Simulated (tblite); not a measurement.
Species: C6H11P.
Z-matrix (Å and degrees, GFN2-xTB geometry), rows numbered from 1:
```
C 
C   1  1.3208
C   2  1.4902  1  124.13
C   3  1.5387  2  115.89  1  -135.37
P   4  1.8747  3   92.17  2  -143.35
C   3  1.5536  2  116.66  1   112.87
C   6  1.5201  3  115.27  2    27.58
H   1  1.0770  2  122.12  3  -179.49
H   1  1.0784  2  121.76  3     0.30
H   2  1.0820  1  120.08  3   179.87
H   3  1.0942  2  109.14  1   -10.76
H   4  1.0915  3  112.02  2   -30.63
H   4  1.0885  3  116.37  2    95.28
H   5  1.4064  4   94.03  3   -75.84
H   6  1.0928  3  113.60  2   -99.86
H   7  1.0886  6  111.01  3    54.43
H   7  1.0889  6  109.79  3   173.87
H   7  1.0892  6  110.58  3   -66.30
```

Calculated harmonic vibrations of the isolated species, GFN2-xTB (tblite), most abundant isotopes, no scaling. The method is semi-empirical: single wavenumbers can be off by several per cent or more. Modes of hydrogen on phosphorus can be 10 to 20 % off. One conformer, not necessarily the lowest.

Harmonic wavenumbers (cm⁻¹): 56.4, 97.3, 238.5, 247.3, 257.8, 286.5, 386.9, 412.6, 572.6, 653.7, 686.9, 712.0, 759.6, 814.0, 840.2, 898.8, 927.2, 958.5, 1010.4, 1017.9, 1026.9, 1035.2, 1089.1, 1129.5, 1151.4, 1169.1, 1193.6, 1252.2, 1270.7, 1297.2, 1316.0, 1406.5, 1421.1, 1446.6, 1493.9, 1497.4, 1708.2, 2217.4, 2933.3, 2944.7, 2971.7, 2996.8, 3011.2, 3016.9, 3025.3, 3060.1, 3093.9, 3120.3.

A = 3892, B = 1506, C = 1231 MHz; mass 114.060 u (most abundant isotopes); point group C1, symmetry number 1.

Question: What is the zero-point energy?

Answer: Half the sum of the wavenumbers: 33066 cm⁻¹ = 395.55 kJ/mol.

Question: Give the ideal-gas entropy at 200 K and 1 bar in the rigid-rotor, harmonic-oscillator model (classical rotation).

Answer: Translation 159.63, rotation 112.97, vibration 51.28: S = 323.9 J/(mol K).

Question: And Cp and H(200 K) − H(0)?

Answer: Cp = 96.52 J/(mol K), of which vibrations give 63.26 (their classical limit is 48 R = 399.1); H(200 K) − H(0) = 12.51 kJ/mol without the zero-point energy, 5.85 from vibrations.

Question: How do the functions run with temperature in this model?

Answer: 
| T (K) | S (J/(mol K)) | Cp (J/(mol K)) | H − H(0) (kJ/mol) | G − H(0) (kJ/mol) | ln q(vib) |
| --- | --- | --- | --- | --- | --- |
| 150 | 298.8 | 79.0 | 8.13 | -36.69 | 1.79 |
| 250 | 347.5 | 116.1 | 17.81 | -69.06 | 3.54 |
| 298.15 | 369.6 | 136.2 | 23.89 | -86.32 | 4.44 |
| 400 | 415.6 | 177.9 | 39.91 | -126.32 | 6.42 |
| 600 | 500.8 | 242.5 | 82.36 | -218.09 | 10.54 |
| 900 | 611.9 | 304.4 | 165.19 | -385.48 | 16.71 |

q(vib) and H(0) count from the zero-point level.

Question: Blend soft modes into free rotors: weight 1/[1 + (100 cm⁻¹/ν̃)⁴] for the oscillator and the rest for a rotor with moment μB/(μ + B), μ = h/(8π²ν), B = 10⁻⁴⁴ kg m². What vibrational entropy results?

Answer: 48.03 J/(mol K) in place of 51.28, which changes −T·S at 200 K by +0.65 kJ/mol.

Question: Which modes carry the vibrational entropy at 200 K?

Answer: 56.4 cm⁻¹: 15.87; 97.3 cm⁻¹: 11.45; 238.5 cm⁻¹: 4.78; 247.3 cm⁻¹: 4.54; 257.8 cm⁻¹: 4.28; 286.5 cm⁻¹: 3.63 J/(mol K); the other 42 give 6.73 together.

Question: What must be added to the electronic energy to get the Gibbs energy at 200 K and 1 bar?

Answer: ZPE + [H(200 K) − H(0)] − T·S = 395.55 + 12.51 − 64.78 = 343.28 kJ/mol.

Hindered rotation and anharmonicity are outside this model. Other conformers, if any are populated, would add a mixing term that is left out. The structure is chiral; the term R ln 2 for an equal mix with its mirror image is left out.
